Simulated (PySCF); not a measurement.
C3H11BSi2.
Geometry (PBE0-D3(BJ)/def2-SVP, Å), atoms numbered from 1 in this order:
```xyz
17
C3H11BSi2 angstrom
B      2.289    0.371   -0.336
C      1.001    0.192    0.460
C      0.279   -1.154    0.557
C     -1.221   -1.022    0.862
Si    -1.982    0.136   -0.437
Si    -0.007    1.361   -0.753
H      2.965    1.367   -0.190
H      2.599   -0.429   -1.192
H      0.950    0.769    1.400
H      0.770   -1.765    1.334
H      0.422   -1.707   -0.388
H     -1.363   -0.560    1.855
H     -1.720   -2.004    0.894
H     -2.385   -0.598   -1.677
H     -3.146    0.931    0.060
H      0.524    1.316   -2.152
H      0.019    2.775   -0.277
```

Computed with PBE0-D3(BJ)/def2-SVP geometry optimisation, gas phase (PySCF 2.14.0).

Take the most abundant isotopes and a rigid rotor. The values belong to one conformer with, in the numbering `[BH2:1][C@@H:2]1[CH2:3][CH2:4][SiH2:5][SiH2:6]1`, H–B1–C2–C3 -166° and 19°, B1–C2–C3–C4 -156°, C2–C3–C4–Si5 54°, C3–C4–Si5–Si6 -29°, C4–Si5–Si6–C2 4°.

Q: What are A, B and C (cm⁻¹)?

A: Ia = 149.91, Ib = 252.84, Ic = 365.12 u·Å²; 505379 MHz·u·Å²/I gives 3371, 1999 and 1384 MHz, that is A = 0.11245, B = 0.06667, C = 0.04617 cm⁻¹.

Q: Classify the top.

A: An asymmetric top: κ = (2 × 1999 − 3371 − 1384)/(3371 − 1384) = -0.38.

Q: Is it planar, by Δ = Ic − Ia − Ib?

A: Not planar: Δ = Ic − Ia − Ib = -37.63 u·Å². For a rigid frame Δ = −2 Σ m c², so Σ m c² = 18.81 u·Å² lies off the ab plane: 14.04 from hydrogen and 4.77 from heavier atoms. The atom farthest from that plane is 1.55 Å away.

Q: List the rotational levels J(Ka,Kc) to J = 4 (MHz).

A: Above 0(0,0):
J = 1: 1(0,1) 3383, 1(1,1) 4755, 1(1,0) 5370
J = 2: 2(0,2) 9984, 2(1,2) 10907, 2(1,1) 12751, 2(2,1) 16868, 2(2,0) 17033
J = 3: 3(0,3) 19540, 3(1,3) 20041, 3(1,2) 23701, 3(2,2) 27017, 3(2,1) 27775, 3(3,1) 35508, 3(3,0) 35537
J = 4: 4(0,4) 31854, 4(1,4) 32083, 4(1,3) 38037, 4(2,3) 40419, 4(2,2) 42391, 4(3,2) 49301, 4(3,1) 49494, 4(4,1) 60837, 4(4,0) 60841
The levels of one J sum to (2J + 1)J(J + 1)(A + B + C)/3.

Q: Which types of transition are allowed, and where do some lines up to J = 5 fall?

A: The dipole components are |μa| = 1.43 D, |μb| = 0.70 D, |μc| = 0.63 D. Intensities carry the squares of the components, which stand as 1.00 : 0.24 : 0.20 (a : b : c). Some lines, for components of 0.1 D or more:

| type | branch | J(Ka,Kc) | MHz | lower level (cm⁻¹) |
| --- | --- | --- | --- | --- |
| c | Q | 5(2,4) ← 5(1,4) | 1482 | 1.851 |
| a | Q | 4(2,2) ← 4(2,3) | 1972 | 1.348 |
| c | Q | 3(2,2) ← 3(1,2) | 3316 | 0.791 |
| b | Q | 5(3,2) ← 5(2,3) | 6448 | 2.028 |
| a | R | 2(0,2) ← 1(0,1) | 6601 | 0.113 |
| c | Q | 4(3,2) ← 4(2,2) | 6910 | 1.414 |
| b | Q | 3(3,1) ← 3(2,2) | 8491 | 0.901 |
| a | Q | 5(1,4) ← 5(1,5) | 8518 | 1.567 |
| b | R | 3(0,3) ← 2(1,2) | 8633 | 0.364 |
| a | R | 3(2,2) ← 2(2,1) | 10149 | 0.563 |
| a | R | 4(0,4) ← 3(0,3) | 12314 | 0.652 |
| a | R | 4(3,1) ← 3(3,0) | 13956 | 1.185 |
| b | R | 3(2,2) ← 2(1,1) | 14266 | 0.425 |
| a | R | 4(1,3) ← 3(1,2) | 14337 | 0.791 |
| a | R | 5(1,5) ← 4(1,4) | 14887 | 1.070 |
| b | R | 3(2,1) ← 2(1,2) | 16868 | 0.364 |
| a | R | 5(3,3) ← 4(3,2) | 17247 | 1.645 |
| a | R | 5(4,1) ← 4(4,0) | 17310 | 2.029 |
| a | R | 5(2,3) ← 4(2,2) | 18411 | 1.414 |
| c | R | 4(1,3) ← 3(0,3) | 18498 | 0.652 |
| c | R | 4(2,2) ← 3(1,2) | 18690 | 0.791 |
| b | R | 5(2,4) ← 4(1,3) | 18932 | 1.269 |
| c | R | 4(3,1) ← 3(2,1) | 21718 | 0.926 |
| c | R | 5(2,4) ← 4(1,4) | 24887 | 1.070 |
| c | R | 5(4,1) ← 4(3,1) | 28658 | 1.651 |
| b | R | 5(2,3) ← 4(1,4) | 28718 | 1.070 |
| c | R | 5(5,1) ← 4(4,1) | 32062 | 2.029 |

Q: Estimate the classical rotational partition function at 100 K, 200 K and 500 K.

A: Point group C1, symmetry number σ = 1; q = (√π/σ)·√((kT/h)³/(ABC)), k/h = 20836.6 MHz/K: 55200 at 100 K, 156000 at 200 K, 617000 at 500 K.

No frequency check. These are rigid-rotor constants of the computed structure; measured ground-state constants (B0) also hold zero-point vibration. Quadrupole hyperfine structure (11B) is left out.
